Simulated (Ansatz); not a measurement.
Molecule: germanium monoxide, GeO, net charge 0, singlet state. 
Structure (B3LYP-D3(BJ)/def2-TZVP (Ansatz, an electronic-structure program) minimum search):
```xyz
2

Ge     0.0000     0.0000    -0.3265
O      0.0000     0.0000     1.3060
```
Charge 0, spin multiplicity 1.

Basis-set convergence of Hartree-Fock and CCSD correlation energies (hartree) with Ansatz. Correlated levels leave the core frozen unless marked. No spin-orbit coupling. The frozen core is the preceding noble-gas configuration, with the filled d and f shells of earlier blocks. No relativistic terms.

The T1 diagnostic of CCSD in the largest basis is 0.030, which is high, so the coupled-cluster rows are less sure than usual.

| basis | functions | E(HF) | E(corr, CCSD) |
|---|---|---|---|
| def2-SVP | 46 | -2149.88652 | -0.28176 |
| def2-TZVPP | 79 | -2150.25148 | -0.33737 |
| def2-QZVPP | 146 | -2150.29784 | -0.35789 |

Extrapolating the two largest sets (X = 3 and 4) as X^-3: E(corr) = (64·(-0.35789) - 27·(-0.33737))/37 = -0.3729 Eh, an estimate of the basis-set limit. The largest set recovers 96.0 % of it, the smallest 75.6 %.
